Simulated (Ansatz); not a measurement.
The same path of BrH + FGeH3 (7 atoms, charge 0, multiplicity 1) was run twice with different band settings. Lost on the way: Ge1–H2, Br6–H7. Made: Ge1–Br6, H2–H7.

Method: Ansatz 0.2.0, RKS PBE0/def2-mTZVP.

Relaxed end points:

```xyz
7
Properties=species:S:1:pos:R:3
Ge 0.545 -0.217 -0.106
H 1.131 -0.726 1.214
H 1.529 0.635 -0.913
F -0.757 0.881 0.346
H -0.117 -1.320 -0.937
Br -3.527 0.231 2.168
H -2.388 0.635 1.380
```

```xyz
7
Properties=species:S:1:pos:R:3
Ge -0.668 0.390 -0.451
H 0.625 -1.223 2.574
H 0.542 1.124 0.129
F -0.983 1.086 -2.010
H -0.534 -1.119 -0.655
Br -2.507 0.817 0.849
H -0.057 -0.956 2.716
```

Common settings: climbing image yes; spring 5.0 eV/Å²; optimiser quadratic models (default); start path through a guess of the saddle point; force threshold 0.05 eV/Å; iteration limit 60; end points relaxed.

| run | movable images |
| --- | --- |
| 1 | 7 |
| 2 | 1 |

Task: What does each run give, and how far can it be trusted?

Result: Run 1: converged after 19 iterations, highest image 1.804 eV above the first end. Neighbouring images differ by up to 1.3 eV, so the band resolves the path poorly. A vibrational analysis at the climbing image gives one clearly imaginary mode, 1059i cm⁻¹: a first-order saddle point.
Run 2: converged after 21 iterations, highest image 1.805 eV above the first end. Neighbouring images differ by up to 2.4 eV, so the band resolves the path poorly. Another band between the same ends (7 images) ends at a top of the same energy, where a vibrational analysis finds 1 clearly imaginary mode. So few images can step over the top or miss a turn of the path.
The orbitals stay closed-shell, which can raise the energy where a bond breaks towards radicals; this wasn't checked here.
